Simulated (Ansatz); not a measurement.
Reaction (cleavage of the B–Si bond): `CB[SiH](C)Cl` + `[SiH3]S` → `CBS[SiH3]` + `C[SiH2]Cl`

Calculated with Ansatz (gas phase, PBE0-D4/def2-TZVP geometries, no zero-point term in ΔE). CCSD(T)/CBS is the MP2 limit (def2-TZVPP, def2-QZVPP) plus CCSD(T) − MP2 in def2-TZVPP, frozen cores. DFT in def2-TZVPP. HSE06 is defined as in plane-wave codes. Each species was taken in one conformer, which may not be the lowest.

| level | ΔE (kJ/mol) |
| --- | --- |
| HSE06-D4 | -110.0 |
| HF/def2-SVP | -115.4 |

Q: What does CCSD(T)/CBS give? (An estimate is asked.)

A: Ansatz gave: -113.5 kJ/mol. The listed levels differ from it by 3.5, -1.9 kJ/mol.

Largest T1 diagnostic among the species: 0.013.

At CCSD(T), def2-SVP lies −8.2 kJ/mol from the extrapolated value and def2-TZVPP −0.4 kJ/mol. Leaving LDA and LC-ωPBE aside and taking each functional with its dispersion term where it has one, the values, not all of them listed here, spread over 7.5 kJ/mol, from PBE-QIDH to PBE-D4. LDA lies −3.5 kJ/mol from PBE without D4.

CCSD(T)/CBS has its own doubt, a few kJ/mol and more with outer-core shells, so smaller differences from it don't rank the levels.
